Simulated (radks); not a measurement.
Values are calculated unless marked as measured or tabulated.
Neutral barium inside a hard spherical wall (all orbitals vanish at R), configuration held at [Xe] 6s2 and not refilled when levels cross. Level of theory: scalar-relativistic Kohn-Sham, LDA (Slater exchange, VWN5 correlation), spin-polarised, spherical densities, finite nucleus; Fermi nuclear charge, rms radius 4.8378 fm (a radial shooting solver on a logarithmic mesh with Libxc functionals). Eigenvalues in eV for spin up, with the zero of energy where the potential of the charges vanishes at infinity; a dash marks a level that is unbound or too diffuse for the functional's potential to be trusted. A positive occupied level is held by the wall or, in an anion where self-interaction has pushed it up, behind a barrier. The pressure on the wall is -dE/dV.

R (bohr)	E (hartree)	kinetic (hartree)	e(4d)	e(5s)	e(5p)	e(6s)	e(5d, empty)	e(6p, empty)	pressure (GPa)
free	-8129.0011	8578.628	-89.663	-33.807	-18.810	-3.346	-2.134	-1.278	0
20	-8129.0011	8578.628	-89.663	-33.807	-18.810	-3.346	-2.134	-1.278	< 0.0001
15	-8129.0010	8578.628	-89.656	-33.800	-18.803	-3.341	-2.128	-1.256	0.000555
10	-8128.9954	8578.672	-89.350	-33.505	-18.516	-3.098	-1.876	-0.747	0.118
6	-8128.8185	8579.443	-86.536	-30.913	-16.053	0.634	0.763	5.089	10.7
4	-8127.5993	8584.086	-78.298	-24.352	-9.627	18.300	9.768	28.286	247
3.5	-8126.3505	8588.648	-72.376	-19.807	-4.724	33.174	16.777	46.078	682
2.5	-8116.8959	8619.353	-46.160	5.285	24.637	119.83	57.096	142.63	7800
2	-8098.1904	8675.382	-15.931	48.598	75.338	253.05	120.99	284.39	36800
